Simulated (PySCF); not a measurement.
Molecule: sum formula H5Si2O3 (charge 0, doublet). It need not be the lowest isomer of its formula. 
Coordinates optimised at B3LYP-D3(BJ)/def2-TZVP (Ansatz):
```xyz
10

O     -0.5528    -1.6087    -0.5511
Si    -0.3412    -0.1350     0.1346
O     -1.6226     0.8275    -0.2247
O     -0.3325    -0.1806     1.7872
Si     1.6402     0.6508    -0.8037
H     -1.4043    -2.0434    -0.4407
H     -1.9287     1.4170     0.4701
H      0.3884    -0.6426     2.2230
H      2.8006    -0.2643    -0.6463
H      2.0203     2.0072    -0.3293
```
Charge 0, spin multiplicity 2.

Dispersion corrections to the total energy (kcal/mol) from the dftd3 and dftd4 libraries through PySCF: D3(BJ) without and D4 with the three-body term, each with the damping fitted for the functional named.

| functional | D3(BJ) | D4 |
|---|---|---|
| LC-wPBE | ? | -6.30 |
| PBE | -5.10 | -5.61 |
| B2GP-PLYP | -4.67 | -2.40 |
| HSE06 | -3.79 | -4.47 |
| HF | -39.62 | -18.69 |
| PBE0 | ? | -4.76 |
| BHLYP | ? | -7.33 |

Question: What belongs in the gaps?

Answer: 
- LC-wPBE, D3(BJ): -5.24
- PBE0, D3(BJ): -4.62
- BHLYP, D3(BJ): -7.82
